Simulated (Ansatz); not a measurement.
Relaxation of ClH$_{4}$InO$_{3}$ (9 atoms, charge 0, multiplicity 1), to a largest force component of 0.03 eV/Å in at most 50 steps.

Method: RKS PBE0-D4/def2-SVP in Ansatz 0.2.0.

```xyz
9
Properties=species:S:1:pos:R:3
In -0.218 -0.532 -0.491
O 1.140 0.984 -0.779
O 0.557 -2.344 -0.237
O -2.166 -0.182 -0.595
H 0.881 1.927 1.258
Cl 0.256 1.780 2.404
H 2.030 0.610 -0.808
H -0.127 -3.006 -0.080
H -2.353 0.762 -0.672
```

Question: Where does it end, and by what steps?

Answer: The run converged. After 23 steps the energy has fallen by 1.717 eV; H5 moved furthest, 1.64 Å. Parted: H5–Cl6 (1.31 → 3.34 Å). Joined: In1–Cl6 (3.73 → 2.35 Å), O2–H5 (2.26 → 0.97 Å).

| step | energy less start (eV) | largest force component (eV/Å) | accepted |
| --- | --- | --- | --- |
| 0 | 0.0000 | 0.632 | yes |
| 1 | -0.1510 | 0.502 | yes |
| 2 | -0.2349 | 0.895 | yes |
| 3 | -0.3354 | 0.909 | yes |
| 4 | -0.4675 | 0.928 | yes |
| 5 | -0.7957 | 1.751 | yes |
| 6 | -1.2839 | 1.351 | yes |
| 7 | -1.3794 | 4.358 | yes |
| 8 | -1.5606 | 0.952 | yes |
| 9 | -1.6228 | 0.411 | yes |
| 10 | -1.5991 | 0.750 | no |
| 11 | -1.6367 | 0.339 | yes |
| 12 | -1.6473 | 0.099 | yes |
| 13 | -1.6541 | 0.411 | yes |
| 14 | -1.6656 | 0.464 | yes |
| 15 | -1.6684 | 0.974 | yes |
| 16 | -1.6893 | 0.504 | yes |
| 17 | -1.7073 | 0.241 | yes |
| 18 | -1.7122 | 0.150 | yes |
| 19 | -1.7149 | 0.115 | yes |
| 20 | -1.7163 | 0.083 | yes |
| 21 | -1.7154 | 0.082 | no |
| 22 | -1.7168 | 0.035 | yes |
| 23 | -1.7169 | 0.021 | yes |

```xyz
9
Properties=species:S:1:pos:R:3
In -0.571 -0.065 0.358
O 1.302 0.892 -0.591
O 0.795 -1.533 0.053
O -2.177 -0.004 -0.814
H 1.839 1.376 0.050
Cl -0.481 1.043 2.430
H 1.637 -0.039 -0.593
H 0.469 -2.328 -0.382
H -2.812 0.656 -0.511
```

Whether the end is a true minimum wasn't checked by a vibrational analysis.

Run time: 60 s on 2 threads of INTEL(R) XEON(R) PLATINUM 8581C CPU @ 2.10GHz (Emerald Rapids), with other jobs on the host, peak memory 0.28 GiB.
